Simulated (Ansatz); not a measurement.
# A basis-limit estimate, worked out

An elementary step of Si2H7Cl3O, closed shell (Si₂H₄Cl₂ ([SiH3][SiH]([Cl])[Cl]) + HCl + H₂O → SiHCl₃ ([Cl][SiH]([Cl])[Cl]) + SiH₄ + H₂O; bonds formed: Si1–Cl7, Si2–H8, H6–O9; bonds broken: Si1–Si2, H6–Cl7, H8–O9). “Start” is the structure reached by relaxing down from the saddle towards the reactants; PBE0-D4/def2-TZVP structures. The saddle:

Si1  (-1.377, -0.179, -0.069)
Si2  (0.795, 0.429, -1.179)
Cl3  (-1.450, -1.521, -1.745)
Cl4  (-2.906, 1.050, -0.667)
H5  (-1.658, -1.179, 0.972)
H6  (0.541, -0.051, 1.993)
Cl7  (-0.797, 1.341, 1.624)
H8  (0.598, -0.496, 0.405)
O9  (1.056, -0.799, 1.552)
H10  (1.818, 1.257, -0.476)
H11  (-0.066, 1.325, -1.988)
H12  (1.452, -0.615, -1.997)
H13  (1.993, -0.563, 1.575)
(Å)

Computed with Ansatz 0.2.0 (basis: def2-TZVPP and def2-QZVPP); correlated methods freeze the cores.

Energies in eV:

| quantity | saddle | start |
| --- | --- | --- |
| Hartree–Fock, triple zeta (X = 3) | -55385.84242 | -55389.02557 |
| Hartree–Fock, quadruple zeta (X = 4) | -55387.46772 | -55390.65278 |
| MP2 correlation, X = 3 | -31.16762 | -29.90132 |
| MP2 correlation, X = 4 | -33.98977 | -32.65899 |
| CCSD(T) correlation, X = 3 | -34.63636 | -33.54296 |

(1) Work out the barrier at the basis limit: extrapolate Hartree–Fock as E(X) = E∞ + A exp(−7.88 √X) and the MP2 correlation as E(X) = E∞ + B X^−2.97 (the exponents that Neese and Valeev fitted for def2-TZVPP and QZVPP), then add CCSD(T) − MP2 in triple zeta.

The T1 diagnostic stays at or below 0.012.

## Answers

(1) Each step is linear, so take the differences first (saddle − start): Hartree–Fock 3.18315 (X = 3) and 3.18506 (X = 4); MP2 correlation -1.26630 and -1.33078; CCSD(T) correlation -1.09340.
Two points give E∞ = E(4) + w [E(4) − E(3)], with w = 1/(exp(7.88 (2 − √3)) − 1) = 0.1377 for Hartree–Fock and w = 1/((4/3)^2.97 − 1) = 0.7407 for the correlation.
Hartree–Fock: 3.18506 + 0.1377 × 0.00191 = 3.1853 eV.
MP2 correlation: -1.33078 + 0.7407 × (-0.06448) = -1.3785 eV.
CCSD(T) − MP2: -1.09340 − (-1.26630) = 0.1729 eV.
Sum: 3.1853 + (-1.3785) + 0.1729 = 1.9797 eV, or 45.65 kcal/mol. Plain CCSD(T) in triple zeta gives 2.0897 eV, so the larger basis shifts the result by -0.1100 eV.

Labels in which every atom is bracketed show which atoms are joined, not bond orders.

For scale, one of the runs: CCSD(T)/def2-TZVPP, 339 basis functions, launched by `ansatz run in.yaml --threads 4 --pin off --events-out ev --progress --plain --max-ram 66560MiB --backend cuda --devices 0, --max-vram 37GiB`. Hardware: 4 CPU threads of an AMD EPYC 7R13 and a share of one NVIDIA H100, shared host. Wall time 15 s; peak host memory 0.87 GiB.
